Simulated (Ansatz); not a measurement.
One change: `CC(C)(C)OC(C)(C)C` becomes `CC(C)(C)[O][Ga]([F])[Cl]`.

Ansatz, PBE0-D4/def2-TZVP geometries, multiplicity 1. Each molecule was computed in one conformer, which needn't be the lowest.

Scalar relativity is left out up to krypton.

| property | `CC(C)(C)OC(C)(C)C` |
| --- | --- |
| LUMO energy (B3LYP/def2-TZVPP) / eV | 0.66 |
| HOMO–LUMO gap (PBE0/def2-TZVPP) / eV | 8.09 |
| size of the dipole moment (PBE/def2-TZVPP) / D | 0.98 |
| HOMO energy (PBE0/def2-TZVPP) / eV | -7.11 |
| HOMO energy (B3LYP/def2-TZVPP) / eV | -6.88 |
| LUMO energy (ωB97M-V/def2-TZVPP) / eV | 2.36 |

Question: Give the same properties after the change, and the shifts. (Best estimate.)

Answer: The calculation gave: 
| property | `CC(C)(C)[O][Ga]([F])[Cl]` | shift |
| --- | --- | --- |
| LUMO energy (B3LYP/def2-TZVPP) / eV | -1.70 | -2.36 |
| HOMO–LUMO gap (PBE0/def2-TZVPP) / eV | 7.07 | -1.02 |
| size of the dipole moment (PBE/def2-TZVPP) / D | 2.24 | 1.26 |
| HOMO energy (PBE0/def2-TZVPP) / eV | -8.42 | -1.31 |
| HOMO energy (B3LYP/def2-TZVPP) / eV | -8.19 | -1.31 |
| LUMO energy (ωB97M-V/def2-TZVPP) / eV | 0.55 | -1.81 |

With PBE0 the HOMO falls by 1.31 eV and the LUMO falls by 2.33 eV, so the gap narrows by about 1.02 eV. PBE moves the HOMO by -1.35 eV and ωB97M-V by -1.28 eV. Dipoles are sizes alone; their direction can turn.

B3LYP here is the variant with VWN-RPA as its local correlation; programs differ in this.
